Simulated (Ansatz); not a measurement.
The cluster Ag5Te2⁺. Charge 1, multiplicity 1. Geometry PBE-D4/def2-SVP.

```xyz
7

Ag   -0.519    0.735   -1.436
Ag    1.524    0.535    0.468
Ag   -1.268   -0.733    0.827
Ag    0.188   -1.322   -3.217
Ag    0.116    0.602    3.031
Te    0.787   -1.936   -0.715
Te   -0.829    2.119    1.042
```

In the def2 sets Ag, Te take a core potential, while STO-3G treats all electrons; there is no spin–orbit coupling. No other spin state of charge 1 was run. The structure comes from a short search, and lower isomers may exist.

(1) Estimate the orbital energies around the gap (eV) in Ansatz with HF/STO-3G, PBE-D4/def2-SVP, r2SCANh-D4/def2-TZVP, PBE0-D4/def2-SVP, PBE0-D4/def2-TZVP.

Results:

(1) 
```tsv
orbital	HF/STO-3G	PBE-D4/def2-SVP	r2SCANh-D4/def2-TZVP	PBE0-D4/def2-SVP	PBE0-D4/def2-TZVP
HOMO−9	-9.97	-11.60	-12.44	-13.37	-13.26
HOMO−8	-9.93	-11.60	-12.42	-13.34	-13.23
HOMO−7	-9.71	-11.41	-12.24	-13.16	-13.05
HOMO−6	-9.61	-11.28	-12.11	-13.02	-12.90
HOMO−5	-9.52	-11.10	-11.54	-12.05	-12.01
HOMO−4	-9.26	-10.35	-10.75	-11.21	-11.15
HOMO−3	-8.98	-9.97	-10.32	-10.74	-10.68
HOMO−2	-8.49	-9.55	-9.93	-10.36	-10.32
HOMO−1	-8.44	-9.21	-9.58	-9.95	-9.93
HOMO	-8.03	-8.73	-9.04	-9.45	-9.41
LUMO	-0.52	-7.60	-7.09	-6.79	-6.75
LUMO+1	-0.32	-7.13	-6.61	-6.29	-6.26
LUMO+2	0.10	-6.48	-5.89	-5.58	-5.57
LUMO+3	0.38	-6.27	-5.74	-5.38	-5.39
LUMO+4	1.10	-5.95	-5.36	-5.05	-5.03
LUMO+5	1.48	-5.04	-4.69	-4.37	-4.45
```
